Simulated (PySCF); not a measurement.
Can point charges reproduce the dipole moment of `N#C[Si]1(P)[SiH2][SiH2][SiH2]1`?

Coordinates (GFN2-xTB, Å) and charges (e) from the PBE0/pcSseg-1 density (PySCF):

```
atom       x       y       z  Mulliken      IAO  Hirshfeld  ESP-fitted
  N1   2.068   2.842  -1.211   -0.2002  -0.1998    -0.2022     -0.4377
  C2   1.665   1.904  -0.686   -0.1620  -0.1372    -0.0491     +0.3190
 Si3   0.930   0.386   0.116   -0.0216  +0.2773    +0.1765     +0.0432
  P4   2.678  -0.410   1.293   -0.0967  -0.0297    +0.0123     -0.2623
 Si5  -1.086   0.881   1.298   +0.1818  +0.1792    +0.1608     +0.1141
 Si6  -2.268  -0.455  -0.250   -0.0049  +0.1613    +0.1528     +0.1358
 Si7  -0.295  -0.963  -1.449   +0.1842  +0.1679    +0.1557     +0.0748
  H8   3.262  -1.050   0.213   +0.0757  +0.0066    -0.0024     +0.1279
  H9   1.989  -1.553   1.660   +0.0546  -0.0050    -0.0089     +0.1136
 H10  -1.449   2.298   1.346   +0.0117  -0.0644    -0.0610     -0.0388
 H11  -1.127   0.450   2.701   -0.0080  -0.0725    -0.0662     -0.0213
 H12  -2.969  -1.617   0.311   -0.0065  -0.0735    -0.0700     -0.0551
 H13  -3.310   0.220  -1.030   -0.0024  -0.0695    -0.0666     -0.0468
 H14  -0.217  -0.554  -2.854   +0.0071  -0.0657    -0.0625     -0.0245
 H15   0.124  -2.372  -1.479   -0.0128  -0.0752    -0.0690     -0.0417
```

**Question.** Compute μ = Σ q r for each scheme (1 e·Å = 4.803 D) and compare with the dipole of the full density.

**Answer.** The full density gives (-2.18, -3.67, 1.11) D, 4.41 D in size; dipole vectors point from the negative to the positive end.

| scheme | μx | μy | μz | size (D) | share of the full size (%) | angle to the full dipole (°) |
| --- | --- | --- | --- | --- | --- | --- |
| Mulliken | -4.00 | -4.64 | 1.42 | 6.28 | 142 | 10 |
| IAO | -2.08 | -3.11 | 1.62 | 4.08 | 92 | 9 |
| Hirshfeld | -1.44 | -2.59 | 1.49 | 3.32 | 75 | 12 |
| ESP-fitted | -2.15 | -3.67 | 1.21 | 4.42 | 100 | 1 |

**Question.** Which set comes closest?

**Answer.** Length of the difference vector: ESP-fitted 0.10 D, IAO 0.76 D, Hirshfeld 1.37 D, Mulliken 2.08 D. Closest: ESP-fitted. ESP charges are fitted to the potential around the molecule, whose slowest-falling term is the dipole's. The schemes that divide the density aren't constrained to reproduce the dipole.

**Question.** What is left for the Hirshfeld atoms' own dipoles?

**Answer.** The shares of the density sum to the whole, so what Σ q r misses lies in dipoles about the nuclei. The atomic dipoles sum to (-2.18, -3.67, 1.11) − (-1.44, -2.59, 1.49) = (-0.74, -1.08, -0.38) D, 1.37 D in size.

**Question.** With the origin at the mean of the coordinates, (0.000, 0.001, -0.001) Å, which are the largest single terms, by size, of the Hirshfeld dipole along the direction of the full one?

**Answer.** N1 +3.58, Si6 +1.05, H12 -0.97, Si3 -0.64, C2 +0.61 D; all 15 atoms together +3.24 D. The single terms depend on the origin, their sum doesn't.

**Question.** Give the size of the full dipole in other units.

**Answer.** 4.41 D = 1.737 au = 0.919 e·Å = 14.73 × 10⁻³⁰ C·m.

Geometry: GFN2-xTB, one conformer, isolated molecule.

Shape of the structure used: `[N:1]#[C:2][Si:3]1([PH2:4])[SiH2:5][SiH2:6][SiH2:7]1`: H–P4–Si3–C2 -82°, H–P4–Si3–C2 -174°.
